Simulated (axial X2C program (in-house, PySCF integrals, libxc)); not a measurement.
## Testing model relations on RhSb⁻

A bond curve at the PBE0 level, with spin–orbit coupling, was computed with an in-house all-electron X2C program for linear molecules (integrals from PySCF) (basis Sb dyall-av3z [12s13p9d2f], Rh dyall-av3z [13s13p9d3f2g] (cores contracted in-house)) for the state Ω = 7/2 (⟨Sz⟩ = 1.49, ⟨Lz⟩ = 2.01 at PBE0). Its fit gives Re = 2.4263 Å, ωe = 254.9 cm⁻¹, ωexe = 0.692 cm⁻¹ and αe = 1.721e-04 cm⁻¹; the masses are 120.9038 and 102.9055 u. Two-component means X2C with spin–orbit coupling and atomic mean-field Coulomb and Gaunt terms.

(1) Find the reduced mass, Be and the force constant.

(2) A Morse curve ties αe to the other constants (Pekeris). How well does that hold?

(3) Where do the fundamental and the first overtone lie?

(4) Estimate the centrifugal constant by the Kratzer relation.

One determinant describes the state; a PBE0 search over occupations chose it and may have missed a lower one. Density functionals use the spin component along the axis (collinear). The functionals have no current-density term, which raises determinants with orbital currents, atoms included. With several unpaired electrons one determinant need not be a pure state. Under one Hamiltonian the search converged a single determinant, so lower ones may well exist.

Answers

(1) From the PBE0 values: μ = 55.5905 u. Be = 16.8576/(μ Re²) = 0.05151 cm⁻¹. k = 5.8918×10⁻⁷ μ ωe² = 2.13 mdyn/Å.

(2) αe(Morse) = 6Be²/ωe × (√(ωexe/Be) − 1) = 1.665e-04 cm⁻¹; the PBE0 curve gives 1.721e-04 cm⁻¹, a ratio of 0.97.

(3) ν(1←0) = ωe − 2ωexe = 253.5 cm⁻¹; ν(2←0) = 2ωe − 6ωexe = 505.6 cm⁻¹.

(4) D = 4Be³/ωe² = 8.41e-09 cm⁻¹.
